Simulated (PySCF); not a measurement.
C5H4F4O2.
Z-matrix (Å and degrees, PBE0-D3(BJ)/def2-SVP geometry), rows numbered from 1:
```
O 
C   1  1.1862
C   2  1.5192  1  137.14
O   3  1.4293  2   89.71  1   174.92
C   4  1.4242  3   94.66  2     2.82
C   5  1.5118  2  116.28  1    71.90
F   6  1.3677  5  109.72  2    34.56
C   6  1.5219  5  113.51  2   -86.82
F   8  1.3285  6  110.52  5  -179.19
F   8  1.3369  6  109.48  5   -60.03
F   8  1.3274  6  111.87  5    60.02
H   3  1.1042  2  114.42  1   -69.67
H   3  1.1041  2  115.35  1    58.92
H   5  1.1048  2  114.97  1   -59.55
H   6  1.1033  5  108.72  2   153.35
```

Definitions: NICS(0) = −σiso at the ring centroid; NICS(1) = −σiso and NICS(1)zz = −σzz at ±1 Å along the ring normal z. Level: GIAO PBE0/pcSseg-1 (PySCF, non-relativistic, gas phase) on the PBE0-D3(BJ)/def2-SVP geometry, one conformer.

Ring bond lengths (Å), with Mayer bond orders in brackets: C2–C3 1.519 (0.95), C3–O4 1.429 (0.92), O4–C5 1.424 (0.92), C5–C2 1.542 (0.90).

Problem. Give the NICS values of each ring in ppm.

Solution. 
```tsv
ring	type	NICS(0)	NICS(1), two faces	NICS(1)zz, two faces	rms pucker (Å)	centre to ring atoms, mean (Å)
C2–C3–O4–C5	4-membered ring with O; formal bonds all single	5.8	0.8 / 0.5	-0.1 / -0.5	0.02	1.05
```

Problem. What can be read from them?

Solution. 
- C2–C3–O4–C5: mean NICS(1)zz -0.3 ppm, near zero. C3, C5 have four or more neighbours; no verdict on aromaticity is drawn. NICS(0) lies 5 ppm above the mean NICS(1).

Problem. What is the mean of the two in-plane components of NICS at the first NICS(1) probe listed for ring C2–C3–O4–C5, 1 Å off the ring?

Solution. The isotropic value is a third of the trace: (3 × 0.8 − (-0.1))/2 = 1.3 ppm.

Problem. Give the inner angles of the rings and the Hirshfeld charges of the ring atoms.

Solution. 
- C2–C3–O4–C5: C2 86.5° (+0.161 e), C3 89.7° (+0.001 e), O4 94.7° (-0.161 e), C5 89.0° (+0.017 e); sum 359.9° against 360° for a flat convex ring.

Problem. What are the shieldings of the ring atoms and their hydrogens in the same run (means over atoms taken as equivalent)?

Solution. 
| atoms | environment | σ isotropic (ppm) |
| --- | --- | --- |
| C2 | ketone carbonyl carbon | -16.7 |
| C3 | sp3 carbon bound to oxygen | 90.3 |
| O4 | cyclic ether oxygen | 321.1 |
| C5 | sp3 carbon bound to oxygen | 82.7 |
| H12 | methylene hydrogen | 25.80 |
| H13 | methylene hydrogen | 25.99 |
| H14 | methine hydrogen | 25.96 |

Problem. How do the values depend on the level or the medium?

Solution. 
```tsv
level	NICS(0), C2–C3–O4–C5	mean NICS(1)zz, C2–C3–O4–C5
PBE0/pcSseg-1, gas	5.8	-0.3
wB97X-D/pcSseg-2, gas	6.7	0.4
PBE0/pcSseg-1, IEF-PCM chloroform	5.8	-0.2
```

The geometry is the same throughout; the continuum's cavity takes Bondi-type radii × 1.2.
